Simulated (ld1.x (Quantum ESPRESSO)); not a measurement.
I: one change to an ultrasoft potential, before and after

| Quantity | Value |
| --- | --- |
| Element | I (Z = 53) |
| Generator | ld1.x (Quantum ESPRESSO) 7.5 |
| Type | ultrasoft |
| Functional | PBEsol |
| Relativity | scalar-relativistic |
| Frozen core | [Kr] 4d10 |
| Valence charge | 7 |
| Reference configuration | 5s2 5p5 |
| Partial waves | 5s (bound): rcut 1.40, rcutus 1.85 bohr; 5s channel at 0.15 Ry: rcut 1.40, rcutus 1.85 bohr; 5p (bound): rcut 2.00, rcutus 2.30 bohr; 5p channel at 2.2 Ry: rcut 2.00, rcutus 2.30 bohr |
| Local potential | all-electron potential smoothed inside 2.00 bohr (lloc = -1) |
| Core correction | a·sin(br)/r model core inside 1.15 bohr |
| Augmentation charge | built from norm-conserving waves at rcut, not smoothed further |

Change: core correction a·sin(br)/r model core inside 2.20 bohr.

Cutoffs: the cutoffs (Ry, on a coarse ladder) from which the occupation-weighted sum of valence levels, in a spherical-Bessel basis at the reference potential, stays within 10 and 1 mRy of its value at 400 Ry; they do not see the model core or the augmentation charge, which bear on the density cutoff. Errors are all-electron minus pseudo energies relative to the spin-unpolarised reference configuration.

Q: What does the change do?

A: Both files keep a bound ghost (d); of the 7 tests that both files solve, the error grows in 0 and shrinks in 2 by more than 15 % and 0.3 meV (median size 63.9 → 43.6 meV). A wider model core is smoother and lowers the density cutoff, which this test does not measure.

| quantity | base | changed |
| --- | --- | --- |
| bound ghosts | d | d |
| error for 5s2 5p4, meV [ΔE 11.15 eV] | -17 | -18 |
| error for 5s2 5p3, meV [ΔE 31.03 eV] | -75 | -79 |
| error for 5s2 5p2, meV [ΔE 60.42 eV] | -171 | -181 |
| error for 5s2 5p1, meV [ΔE 99.91 eV] | -281 | -301 |
| error for 5s1 5p5, meV [ΔE 22.16 eV] | -64 | -44 |
| error for 5s2 5p5.3, meV [ΔE -1.79 eV] | -0.3 | -0.4 |
| error for 5s1 5p6, meV [ΔE 10.45 eV] | -22 | -9.0 |
| s: phases at 2.49 bohr within 0.05 rad from the reference energy up to (Ry; the scan ends near 5) | 3.5 | 3.5 |
| p: phases at 2.49 bohr within 0.05 rad from the reference energy up to (Ry; the scan ends near 5) | 1.8 | 1.8 |
| lowest overlap eigenvalue by channel | s 0.39, p 0.61 | s 0.39, p 0.61 |

 A true bound ghost makes a file unfit for plane-wave use even where its test errors are small: the radial tests pick states by their node count and pass the ghost by.
